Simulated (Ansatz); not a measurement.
Program: Ansatz. Geometries: PBE0-D4/def2-TZVP. ΔE: electronic, gas phase. CCSD(T)/CBS is the MP2 limit (def2-TZVPP, def2-QZVPP) plus CCSD(T) − MP2 in def2-TZVPP, frozen cores. This one scheme is used for every species. DFT in def2-TZVPP. B3LYP here is the variant with VWN-RPA as its local correlation; programs differ in this. One conformer a species, not always the lowest.

`OB([SiH3])O[SiH3]` + `[AlH3]` → `[AlH2][B]([SiH3])O[SiH3]` + H₂O  (formal exchange of groups at a B–O bond)

`OB([SiH3])O[SiH3]`:

Cartesian coordinates in Å:
```
O -1.726 0.146 1.654
B -0.731 0.070 0.736
Si 1.168 0.472 1.365
O -1.052 -0.268 -0.547
Si -0.199 -0.474 -1.945
H -2.588 -0.058 1.272
H 1.742 1.616 0.600
H 2.057 -0.701 1.130
H 1.202 0.808 2.812
H -0.722 0.476 -2.955
H -0.398 -1.867 -2.413
H 1.246 -0.220 -1.708
```

`[AlH3]`:

Cartesian coordinates in Å:
```
Al 0.000 0.000 0.000
H 1.284 0.909 0.200
H -0.044 -1.064 -1.175
H -1.241 0.155 0.975
```

`[AlH2][B]([SiH3])O[SiH3]`:

Cartesian coordinates in Å:
```
Al -0.747 0.083 -1.727
B 0.167 -0.436 0.174
Si 0.808 -2.276 0.758
O 0.310 0.617 1.046
Si -0.187 2.140 0.643
H 0.145 0.510 -2.980
H -2.326 -0.018 -1.935
H -0.340 -3.228 0.686
H 1.823 -2.763 -0.223
H 1.400 -2.358 2.124
H -1.253 2.597 1.561
H -0.759 2.060 -0.757
H 0.961 3.072 0.629
```

H₂O:

Z-matrix (Å, degrees):
```
O
H 1 0.960
H 1 0.960 2 105.1
```

| level | ΔE (kJ/mol) | difference from CCSD(T)/CBS |
| --- | --- | --- |
| PBE-D4 | 158.1 | -12.7 |
| r2SCAN-D4 | 175.4 | 4.6 |
| PBE0-D4 | 165.0 | -5.8 |
| B3LYP-D4 | 180.7 | 9.9 |
| ωB97X-V | 179.6 | 8.8 |
| ωB97M-V | 181.0 | 10.2 |
| B2PLYP | 185.7 | 14.9 |
| PBE | 160.9 | -9.9 |
| r2SCAN | 176.1 | 5.3 |
| PBE0 | 167.7 | -3.1 |
| B3LYP | 185.4 | 14.6 |
| HF/def2-TZVPP | 209.5 | 38.7 |
| MP2/def2-TZVPP | 182.6 | 11.8 |
| SCS-MP2/def2-TZVPP | 186.0 | 15.2 |
| CCSD/def2-TZVPP | 180.6 | 9.8 |
| CCSD(T)/def2-TZVPP | 176.2 | 5.4 |
| HF/def2-QZVPP | 209.1 | 38.3 |
| MP2/def2-QZVPP | 179.3 | 8.5 |
| SCS-MP2/def2-QZVPP | 183.0 | 12.2 |
| HF/CBS(def2) | 209.0 | 38.2 |
| MP2/CBS(def2) | 177.2 | 6.4 |
| CCSD/CBS(def2) | 175.2 | 4.4 |
| CCSD(T)/CBS | 170.8 | 0 |

Largest T1 diagnostic among the species: 0.014.

From PBE to PBE0 (25 % exact exchange), in def2-TZVPP and without D4, ΔE moves by +6.8 kJ/mol. The D4 term adds −4.7 kJ/mol with B3LYP and −2.6 kJ/mol with PBE0; it sums over pairs of atoms, weighted by their polarisabilities, and B3LYP, whose exchange is more repulsive, gets the larger term. In def2-TZVPP, CCSD(T) changes the Hartree–Fock value by −33.3 kJ/mol (the triples alone add −4.4 kJ/mol) and MP2 by −26.9 kJ/mol.
